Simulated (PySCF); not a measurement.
## Two-component Hartree-Fock for Fe (iron, neutral)

Start: [Ar] 3d6 4s2; 3d3/2 filled at m_j = -3/2, -1/2, +1/2, +3/2; 3d5/2 filled at m_j = +3/2, +5/2. Calculated with PySCF 2.14 in x2c-SVPall-2c: generalised Hartree-Fock with the X2C-1e Hamiltonian and a Gaussian nucleus; one run each with spin-orbit coupling (SO) switched off, then screened by Boettger's factors.

| spinor shell | electrons | ε, spin-free (eV) | ε, screened SO (eV) | weight of nominal j (screened SO) | rms radius, screened SO (bohr) |
| --- | --- | --- | --- | --- | --- |
| 1s1/2 | 2 | -7173.2 | -7173.2 | 1.000 | 0.0675 |
| 2s1/2 | 2 | -882.51 | -882.48 | 1.000 | 0.288 |
| 2p1/2 | 2 | -748.58 | -757.53 | 0.988 | 0.259 |
| 2p3/2 | 4 | -748.58 | -744.15 | 0.994 | 0.261 |
| 3s1/2 | 2 | -115.76 | -115.75 | 1.000 | 0.872 |
| 3p1/2 | 2 | -75.171 | -76.672 | 0.659 | 0.936 |
| 3d3/2 | 4 | -17.447 | -17.095 | 0.659 | 1.25 |
| 3d5/2 | 2 | -17.447 | -18.149 | 0.895 | 1.22 |
| 4s1/2 | 2 | -7.156 | -7.155 | 1.000 | 3.49 |

Question: Where does 3p3/2 lie, and what is the 3p spin-orbit splitting (screened SO)?

Answer: At -74.415 eV, 2.257 eV above 3p1/2.

| quantity | spin-free | screened SO |
| --- | --- | --- |
| E (hartree) | -1271.14860 | -1271.16426 |
| M_J | 4 | 4 |
| ⟨J²⟩ | 20.024 | 20.024 |
| ⟨L²⟩ | 6.006 | 6.012 |
| ⟨S²⟩ | 6.018 | 6.015 |

Each row is a mean over spinors that exchange with the open shell spreads, by up to 15.091 eV (3p3/2).

Rows whose weight is well below 1 are mixtures of j = l ± 1/2: exchange outweighs spin-orbit coupling there, and the label is only the starting occupation.

Without spin-orbit coupling the j labels of p, d and f shells carry no meaning; the spin-free column gives the mean over the occupied spinors of each nl shell.
